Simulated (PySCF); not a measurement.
C₇H₅Cl₃.
Atom-mapped SMILES: `[CH2:1]=[C:2]1[CH:3]=[CH:4]/[C:5]1=[CH:6]\[C:7]([Cl:8])([Cl:9])[Cl:10]` (hydrogens: H11, H12 on C1; H13 on C3; H14 on C4; H15 on C6)

Computed geometry: GFN2-xTB, gas phase.

What internal coordinates does the optimisation give?

```
           bond  length (bohr)
          C1=C2          2.495
          C2–C3          2.786
          C3=C4          2.557
          C4–C5          2.776
          C5=C6          2.511
          C6–C7          2.807
C7–Cl8, C7–Cl10          3.385
         C7–Cl9          3.349
          C2–C5          2.825
         C1–H11          2.034
         C1–H12          2.033
         C3–H13          2.028
         C4–H14          2.027
         C6–H15          2.038
```

Bonds in one row agree within 0.02 bohr and their mean is given. A selection of angles:
```
     angle  degrees
  C1–C2–C3    137.2
  C1–C2–C5    135.8
  C3–C2–C5     86.9
  C2–C3–C4     92.9
  C3–C4–C5     92.7
  C4–C5–C6    137.4
  C2–C5–C4     87.5
  C2–C5–C6    135.1
  C5–C6–C7    122.7
 C6–C7–Cl8    110.9
Cl8–C7–Cl9    108.1
```

Dihedral angles: C1–C2–C3–C4 180° (antiperiplanar); C2–C3–C4–C5 0° (synperiplanar); C3–C4–C5–C6 180° (antiperiplanar); C4–C5–C6–C7 0° (synperiplanar); C5–C6–C7–Cl8 60° (synclinal); C1–C2–C5–C4 180° (antiperiplanar).

Of the pairs four or more bonds apart, C4···Cl10 is among the closest relative to their van der Waals radii: 3.43 Å, 99 % of the sum of Bondi's values. The 4-membered ring C2–C3–C4–C5 has internal angles of 86.9° to 92.9°; it is planar, 0.00 Å rms from its mean plane, widest ring torsion 0°. The C–C distances run from 1.320 Å (C1=C2, drawn double) to 1.495 Å (C2–C5, drawn single), a spread of 0.175 Å.

Point group: Cs (tolerance 0.08 Å). Not checked by GFN2-xTB frequencies.
